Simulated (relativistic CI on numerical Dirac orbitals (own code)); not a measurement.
**Transition arrays of Rb XI**

Method of calculation: Dirac-Coulomb-Breit CI, separate exchange-only KLI orbitals for each configuration, QED by a radiative potential, valence Slater integrals scaled by 0.9, whole transition arrays (own radial code, finite nucleus).

CI space (outside the closed core [Ne] 3s2): 3p6 3d9, 3p6 3d8 4f, 3p5 3d10, 3p6 3d8 4p, 3p6 3d8 5f. Levels of other configurations are missing.

All E1 lines from the levels of 3p6 3d9; mean and standard deviation are weighted by gf, and upper levels are sorted by their leading configuration.

```
Upper configuration  Lines   Σgf  Mean (eV)  Mean (nm)  σ (eV)  Strongest line (nm)
         3p6 3d8 4f     81  26.6     213.43      5.809    2.70                5.773
           3p5 3d10      3   2.9     132.83      9.334    3.64                9.515
         3p6 3d8 4p     60   4.9     143.63      8.632    2.34                8.527
         3p6 3d8 5f     81  19.3     250.99      4.940    2.87                4.926
```

Σgf per state of the lower configuration in bins of 0.2 nm over the central range (centre: value): 4.7: 0.06, 4.9: 1.50, 5.1: 0.37, 5.5: 0.09, 5.7: 1.72, 5.9: 0.84, 8.5: 0.21, 8.7: 0.20, 8.9: 0.07, 9.1: 0.10, 9.5: 0.17.

(1) How do configuration mixing and the scaling of the Slater integrals move the arrays?

## Answers

(1) Slater scale 0.9, no configuration mixing: 3p6 3d8 4f 213.7 ± 2.7 eV (Σgf 30.0), 3p5 3d10 134.0 ± 3.8 eV (Σgf 3.1), 3p6 3d8 4p 143.9 ± 2.5 eV (Σgf 5.2), 3p6 3d8 5f 250.7 ± 2.9 eV (Σgf 14.5); Slater scale 1: 3p6 3d8 4f 213.8 ± 3.0 eV (Σgf 26.7), 3p5 3d10 132.6 ± 3.6 eV (Σgf 2.8), 3p6 3d8 4p 143.7 ± 2.6 eV (Σgf 4.9), 3p6 3d8 5f 251.3 ± 3.2 eV (Σgf 19.4); Slater scale 0.8: 3p6 3d8 4f 213.0 ± 2.4 eV (Σgf 26.6), 3p5 3d10 133.1 ± 3.7 eV (Σgf 2.9), 3p6 3d8 4p 143.5 ± 2.1 eV (Σgf 4.9), 3p6 3d8 5f 250.7 ± 2.6 eV (Σgf 19.2). With mixing, levels are counted to their leading configuration, so an array can shrink or vanish into another, and the sums then hold other lines.
